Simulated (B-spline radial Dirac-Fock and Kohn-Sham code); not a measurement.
# Photoemission from Pt³⁺ at 2860 eV, detector at θ = 54.7°, φ = 0°

System: platinum as Pt³⁺, configuration 1s2 2s2 2p6 3s2 3p6 3d10 4s2 4p6 4d10 4f14 5s2 5p6 5d7. Method: Dirac-Hartree-Slater photoionisation with a Latter tail; cross sections with all multipoles, angular parameters from the dipole term and its interference with E2. Computed with a radial atomic solver. Thresholds are orbital energies of the model. For linearly polarised light dσ/dΩ = σ/(4π) [1 + β P₂(cos θ) + (δ + γ cos²θ) sin θ cos φ], with θ from the polarisation vector and φ the angle between the beam and the projection of the electron momentum on the plane normal to the polarisation. The dipole factor is 1 + βP₂ and the non-dipole term is the rest of the bracket. Open shells are filled statistically over j.

Input of the calculation (task.json; shells as n, l, electrons):

```json
{"items": [{
  "Z": 78,
  "q": 3,
  "cfg": [[1, 0, 2], [2, 0, 2], [2, 1, 6], [3, 0, 2], [3, 1, 6], [3, 2, 10], [4, 0, 2], [4, 1, 6], [4, 2, 10], [4, 3, 14], [5, 0, 2], [5, 1, 6], [5, 2, 7]],
  "A": 195,
  "rrms": 5.427,
  "do": "xps",
  "hv": [50.7, 59.0, 60, 111.0, 131.0, 143.0, 150, 160.0, 174.0, 176.0, 200, 276.0, 400, 483.0, 511.0, 581.0, 600, 979.0, 1240.0, 1253.6, 1510.0, 1570.0, 2740.0, 2860.0, 4400.0, 5414.7, 8047.8, 10100.0, 12600.0, 13100.0]
}]}
```

Launch: `python xray2_run.py task.json out`

```tsv
subshell	threshold (eV)	σ (kb)	β	γ	δ	dipole factor	non-dipole term	dσ/dΩ (kb/sr)
3p3/2	2674.8	105	0.75	0.26	0.176	1.001	+0.216	10.1
3d3/2	2250.3	189	0.79	-0.23	-0.004	1.001	-0.067	14.0
3d5/2	2166.6	265	0.93	-0.23	0.001	1.001	-0.060	19.8
4s	750.5	10.1	1.91	0.35	-0.001	1.002	+0.093	0.876
4p1/2	642.4	12.6	1.67	0.07	-0.003	1.001	+0.017	1.02
4p3/2	549.9	27.3	1.68	-0.01	0.002	1.001	-0.002	2.17
4d3/2	371.0	28.3	1.37	0.09	0.035	1.001	+0.054	2.38
4d5/2	353.6	39.5	1.35	0.13	0.033	1.001	+0.063	3.34
4f5/2	123.1	10.5	1.04	0.63	0.148	1.001	+0.292	1.08
4f7/2	119.4	13.2	1.02	0.64	0.149	1.001	+0.297	1.36
5s	145.8	2.18	1.91	0.22	-0.002	1.002	+0.058	0.184
5p1/2	110.4	2.33	1.72	0.01	-0.005	1.002	-0.001	0.186
5p3/2	94.35	4.74	1.72	-0.04	0.001	1.002	-0.009	0.374
5d3/2	45.68	2.04	1.41	0.14	0.034	1.001	+0.067	0.174
5d5/2	43.85	2.79	1.38	0.18	0.033	1.001	+0.076	0.239
```
